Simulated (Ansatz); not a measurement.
GeH5NSSi, SMILES `S[SiH]1[NH][GeH2]1`. The species carries charge 0 and has multiplicity 1.

```tsv
atom	x (Å)	y (Å)	z (Å)
S1	-1.473	-1.542	1.359
Si2	-0.692	0.140	0.305
N3	0.945	0.487	0.517
Ge4	0.930	0.036	-1.319
H5	-2.722	-1.047	1.393
H6	-1.721	1.210	0.384
H7	1.611	0.760	1.219
H8	1.743	-1.236	-1.625
H9	1.380	1.192	-2.233
```

(1) List the harmonic frequencies (cm⁻¹, unscaled) at PBE0-D4/def2-TZVP in Ansatz. (An estimate is asked.)

(2) Is this a minimum?

(3) Give the ideal-gas thermochemistry at 298.15 K and 1 bar (rigid rotor, harmonic oscillator; point group C1, symmetry number 1).

(4) And at 400, 500, 600, 800 and 1000 K?

Answers

(1) The calculation gave: 103, 148, 214, 273, 371, 456, 477, 547, 592, 650, 697, 727, 825, 866, 925, 982, 2120, 2130, 2201, 2714, 3650.

(2) Yes, all 21 modes are real.

(3) Zero-point energy 129.6 kJ/mol; H(298) − E = 150.4 kJ/mol; entropy 349.4 J/(mol·K), of which translation 171.5, rotation 115.9, vibration 61.9; G(298) − E = 46.2 kJ/mol.

(4) 
| T (K) | H − E (kJ/mol) | S (J/mol/K) | G − E (kJ/mol) |
| --- | --- | --- | --- |
| 400 | 162.6 | 384.4 | 8.8 |
| 500 | 176.1 | 414.5 | -31.2 |
| 600 | 190.6 | 441.0 | -74.0 |
| 800 | 222.2 | 486.3 | -166.9 |
| 1000 | 256.0 | 524.0 | -268.0 |
